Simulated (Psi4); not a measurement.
Pair of molecules, SMILES N#N with SMILES [AsH3] (the first has 2 atoms); geometry from B3LYP-D3(BJ)/def2-TZVP, rigid monomers moved along the line of their centres of mass till N2···As3 is 6.32 Å.
(charge 0, multiplicity 1):
```xyz
6

N      0.24158    -0.23290    -1.00821
N      0.46010    -0.69625    -0.04515
As    -0.87494     0.45433     6.02537
H      0.60985     0.11733     6.09620
H     -1.25817    -1.01391     5.88140
H     -1.01969     0.40501     7.54336
```

The numbers are results of Psi4 1.11 with SAPT0/aug-cc-pVDZ, not measurements.

Task: Give the four SAPT terms and the total, and say what mostly holds the pair together.

Result: electrostatics -0.5, exchange 0.0, induction 0.0, dispersion -1.5, total -2.0 meV; the largest attraction is dispersion.
